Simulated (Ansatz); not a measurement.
Species: C$_{2}$H$_{5}$Si, charge 1, singlet. A triplet may lie lower; no result for it is given here. C2H5Si+ (parent SMILES [Si](C)[CH2], singlet).
B3LYP-D3(BJ)/def2-TZVP minimum from Ansatz (a first-principles code):
```xyz
8

C      1.6439     0.1028     0.4412
Si     0.1161    -0.2120    -0.2439
C     -1.6618     0.2166    -0.0441
H      2.1250    -0.6600     1.0533
H      2.3402     0.7604    -0.0791
H     -1.7442     1.3059    -0.1295
H     -2.2855    -0.2795    -0.7848
H     -1.9534    -0.0750     0.9712
```
Charge +1, spin multiplicity 1.

Total energies in aug-cc-pV(D+d)Z, 16 correlated electrons, 7 frozen orbitals. UHF or UKS for unpaired electrons; spin-orbit terms are left out. Cores are frozen in correlated methods. No relativity. The restricted determinant of C2H5Si+ (parent SMILES [CH2][Si]C, singlet) is unstable towards broken spin symmetry in at least one set run. The spin of C2H5Si+ (parent SMILES [CH2][Si]C, singlet) was assumed, and the state is the lowest solution found for it.

```csv
method,program,energy (Eh),minus CCSDT(Q) (mEh)
HF,Ansatz,-367.23200,434.04
MP2,Ansatz,-367.60272,63.31
CCSD,Ansatz,-367.64554,20.50
CCSD(T),Ansatz,-367.66325,2.78
CCSDT(Q),Ansatz,-367.66604,0.00
```

Rough core times of Ansatz's runs on a shared machine: CCSD(T) under 20 s, CCSDT(Q) 30 min.
